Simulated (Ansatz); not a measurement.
Ansatz (an electronic-structure program) input (PBE/3-21G): The .json file is the Basis Set Exchange's 3-21G.

Ansatz 0.2 input:
```yaml
crystal:
  periodic: [false, false, false]
  atoms:
    - {symbol: F, position_ang: [-1.92353300, 1.39223500, -0.23581000]}
    - {symbol: Ge, position_ang: [-1.12960400, 0.01861000, 0.49051500]}
    - {symbol: F, position_ang: [-1.96999700, -1.32497100, -0.23972000]}
    - {symbol: I, position_ang: [1.34319000, -0.02265900, -0.21540900]}
basis:
  gaussian:
    orbitals: 3-21G.json
hamiltonian:
  xc: {name: PBE}
magnetization: {spin_polarized: true, initial_magnetization: 1}
output: {forces: true}
```

Output:

```
Functional definition: PBE
integrals: 0.03 GiB planned
913 factors; their error is unknown
mean field: 0.20 GiB planned
mean field evaluation 1: about -249119.9052 eV, gradient 3.0e1 eV
mean field evaluation 2: about -249095.3235 eV, gradient 8.7e1 eV
mean field evaluation 4: about -249122.3796 eV, gradient 6.3e0 eV
mean field evaluation 8: about -249122.7235 eV, gradient 1.6e-2 eV
mean field evaluation 16: about -249119.1998 eV, gradient 1.1e1 eV
mean field evaluation 32: about -249120.6396 eV, gradient 1.7e0 eV
mean field -249122.72345478 eV, -9155.0912255164 hartree, gradient 1.9e-5 eV, S^2 0.751254; 4 other end points of the search recorded, 0 dependent functions left out
the calculation of the forces begins
reference -249122.72348278 eV, -9155.0912265452 hartree; 52, 51 occupied and 22, 23 virtual orbitals, 913 factors
Total energy: -249122.72348278 eV, -9155.0912265452 hartree
Atom 0 at    -1.923533     1.392235    -0.235810 Å, force     0.172620    -0.510768     0.325624 eV/Å
Atom 1 at    -1.129604     0.018610     0.490515 Å, force    -1.350631     0.023786    -0.479551 eV/Å
Atom 2 at    -1.969997    -1.324971    -0.239720 Å, force     0.189966     0.503628     0.327084 eV/Å
Atom 3 at     1.343190    -0.022659    -0.215409 Å, force     0.988045    -0.016646    -0.173158 eV/Å
Dipole moment:     0.018362    -0.000714     0.278196 e Å
```

The geometry given is a B3LYP-D3(BJ)/def2-TZVP minimum.
